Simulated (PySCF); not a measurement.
Species: SiH3PHPF2, F2H4P2Si.
Numbering: `[F:1][P:2]([F:3])[PH:4][SiH3:5]` (hydrogens: H6 on P4; H7, H8, H9 on Si5)

Cartesian coordinates in Å at the PBE0-D3(BJ)/def2-SVP level; atoms count from 1:
```xyz
9
F2H4P2Si angstrom
F      2.5668    1.7312    0.5336
P      1.8884    0.2754    0.3878
F      1.6488    0.3162   -1.2159
P     -0.1884    0.8340    1.0052
Si    -1.2277   -0.5479   -0.4702
H     -0.1882   -0.1320    2.0600
H     -2.5619   -0.8570    0.1226
H     -0.4832   -1.8221   -0.7033
H     -1.3949    0.1871   -1.7531
```

Computed with core-valence-separated Tamm–Dancoff BHandHLYP/aug-pcX-1 (pcseg-1 on H, def2-SVPD on P, def2-SVPD on Si) in PySCF, non-relativistic, gas phase, PBE0-D3(BJ)/def2-SVP geometry. The energies are unshifted.

The lowest roots of each edge with f over 0.003 (five at most, numbered afresh; weaker and dark ones are left out), with transition dipoles (au) in the frame of the coordinates:

| root | edge | E (eV) | f | μx | μy | μz |
| --- | --- | --- | --- | --- | --- | --- |
| 1 | F | 684.39 | 0.0234 | 0.0025 | -0.0080 | 0.0364 |
| 2 | F | 684.51 | 0.0230 | 0.0135 | 0.0336 | -0.0077 |
| 3 | F | 685.39 | 0.0110 | 0.0025 | -0.0116 | -0.0227 |
| 4 | F | 685.75 | 0.0086 | 0.0169 | 0.0147 | 0.0027 |
| 5 | F | 686.75 | 0.0093 | -0.0184 | -0.0107 | -0.0099 |

Question: Molecules are fixed in this frame and the field points along z. What effective strengths 3 f cos²θ do the roots have (θ between field and μ)?

Answer: root 1 (F3): 0.067, root 2 (F1): 0.003, root 3 (F1): 0.026, root 4 (F3): 0.000, root 5 (F1): 0.005. Root 1 is the strongest. Averaged over all orientations cos²θ is 1/3, which gives f back.

The run took 9.1 s wall on Arm Neoverse N1, one thread, no GPU, shared host with 64 logical CPUs at a one-minute load of 20, and the process peaked at 0.69 GiB of memory.

One conformer stands for the species.
